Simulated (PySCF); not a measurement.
**State search for MgHg⁺**

Unrestricted PBE0; basis Mg def2-SVPD, Hg def2-SVPD with ECP60; scalar-relativistic core potentials; PySCF 2.14. Outer shells of the fragments: Mg+ 3s1; Hg 5d10 6s2.

Followed along the bond (rough minima from three points):

```tsv
2Ms+1	unpaired	⟨S²⟩ at the start	R at minimum (Å)	Te (eV)
2	σ ↑	0.75	2.89	0.00
4	σ ↑↑, π ↑	3.75	none in the scan	≤ 5.26
```

Solutions found at the starting distance of 2.830 Å, counted from the lowest of them; the search is not exhaustive and high or unbound solutions are not listed, so other states can lie among these:

```tsv
2Ms+1	unpaired	term	E (eV)	⟨S²⟩	⟨Lz²⟩	μ (D)
2	σ ↑	²Σ⁺	0.00	0.75	0.00	-7.55
2	π ↑	²Π	3.00	0.77	1.00	-8.02
4	σ ↑↑, π ↑	⁴Π	5.37	3.75	1.01	-6.24
4	σ ↑↑↑	⁴Σ⁺	5.56	3.75	0.00	-4.68
2	σ ↑↑, π ↓	mixed	6.22	1.75	1.00	-5.97
4	σ ↑, π ↑↑	⁴Σ⁻	8.35	3.75	0.00	-7.27
```

A term symbol is given only where ⟨S²⟩ and ⟨Lz²⟩ are close to those of a pure state; real π, δ and φ orbitals otherwise mix terms. A positive dipole points towards Hg; it is taken about the centre of mass and depends on that origin.

Spin–orbit coupling is left out. Counting both spins, an empty level lies below a filled one in some of these solutions, because spin and occupation are held.
